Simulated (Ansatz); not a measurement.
Calculated with Ansatz (gas phase, PBE0-D4/def2-TZVP geometries, no zero-point term in ΔE). CBS: MP2 limit from def2 TZ/QZ plus the TZ coupled-cluster correction, frozen cores. This one scheme is used for every species, atoms too. Functionals use def2-TZVPP. Open shells (•) are unrestricted, without spin–orbit coupling. Spin–orbit coupling would lower the free atoms: a little for F; clearly for Ge. For Ge outer-core shells are correlated without core-valence functions, so the limit isn't a true one: a few kJ/mol of doubt a bond, and 10 to 20 or more in all where bonds break to atoms. Scalar relativity is left out up to krypton. Each species was taken in one conformer, which may not be the lowest.

`[NH2][Ge]([F])([F])[F]` → 3 F• + Ge• + 2 H• + N•  (atomization)

CCSD(T)/CBS gives +2570.6 kJ/mol.

Task: Another level gave +2547.0 kJ/mol. Which?
A. BLYP-D4/def2-TZVPP
B. BHLYP/def2-TZVPP
C. ωB97X-V/def2-TZVPP
D. ωB97M-V/def2-TZVPP

Result: D. ωB97M-V 2547.0, BLYP-D4 2554.2, ωB97X-V 2569.6, BHLYP 2389.1 kJ/mol.

Largest T1 diagnostic among the species: 0.012.

Leaving LDA and LC-ωPBE aside and taking each functional with its dispersion term where it has one, the values, not all of them listed here, spread over 205.1 kJ/mol, from BHLYP-D4 to PBE-D4. LDA lies +407.1 kJ/mol from PBE without D4, its usual overbinding. From BLYP to BHLYP (50 % exact exchange), in def2-TZVPP and without D4, ΔE moves by −137.9 kJ/mol: exact exchange takes away binding that semilocal exchange gives to molecules. In def2-TZVPP, CCSD(T) changes the Hartree–Fock value by +779.1 kJ/mol (the triples alone add +51.5 kJ/mol) and MP2 by +884.2 kJ/mol; breaking electron pairs costs correlation energy, which Hartree–Fock lacks.

For atomizations the MP2-based limit and the directly extrapolated one differ by several kJ/mol either way, and by 10 to 25 for some Ge, Se and Sn compounds, so smaller differences from it don't rank the levels.
